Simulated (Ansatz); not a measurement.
Si₂H₆Cl₂, singlet: a trajectory.

Input (in.yaml):

```yaml
crystal:
  periodic: [false, false, false]
  atoms:
    - {symbol: Si, position_ang: [-1.361219, 0.964459, -1.382825]}
    - {symbol: Si, position_ang: [1.360443, -1.043465, 1.324972]}
    - {symbol: H, position_ang: [-0.519120, -0.145555, -1.881196]}
    - {symbol: H, position_ang: [-2.594438, 1.080057, -2.195406]}
    - {symbol: Cl, position_ang: [-1.925552, 0.535032, 0.549910]}
    - {symbol: H, position_ang: [-0.616293, 2.241973, -1.387478]}
    - {symbol: Cl, position_ang: [1.938191, 0.660722, 0.324872]}
    - {symbol: H, position_ang: [0.630650, -0.650514, 2.549766]}
    - {symbol: H, position_ang: [0.500240, -1.844371, 0.425746]}
    - {symbol: H, position_ang: [2.587000, -1.798437, 1.671540]}
basis:
  gaussian: {orbitals: def2-SVP}
hamiltonian: {xc: pbe0, dispersion: d4}
md: {n_steps: 30, timestep: 0.5, temperature: 300, ensemble: nve, seed: 345, temp: 10, initial_velocities: maxwell_boltzmann}
```

Launched with

```bash
ansatz run in.yaml --threads 4 --pin off --events-out ev --progress --plain --max-ram 9574MiB
```

Output of Ansatz 0.2.0:

```
Error: YAML parse error: error: line 17 column 78: unknown field `temp`, expected one of timestep, n_steps, ensemble, temperature, temperature_schedule, friction, pressure, stress_2d, fix_cell, beads, quantum_up_to, nose_hoover, initial_velocities, initial_site_velocities, seed, constraints, density_extrapolation, masses
  --> <input>:17:66
   |
15 | …orbitals: def2-SVP}
16 | …{xc: pbe0, dispersion: d4}
17 | … 30, timestep: 0.5, temperature: 300, ensemble: nve, seed: 345, temp: 10, initial_velocities: maxwell_boltzmann}
   |                                                                  ^ unknown field `temp`, expected one of timestep, n_steps, ensemble, temperature, temperature_schedule, friction, pressure, stress_2d, fix_cell, beads, quantum_up_to, nose_hoover, initial_velocities, initial_site_velocities, seed, constraints, density_extrapolation, masses
```

The run took about 0.05 s on 4 CPU threads of an Intel Xeon (shared host).


The program refused the input. The block holds a key that the program does not know.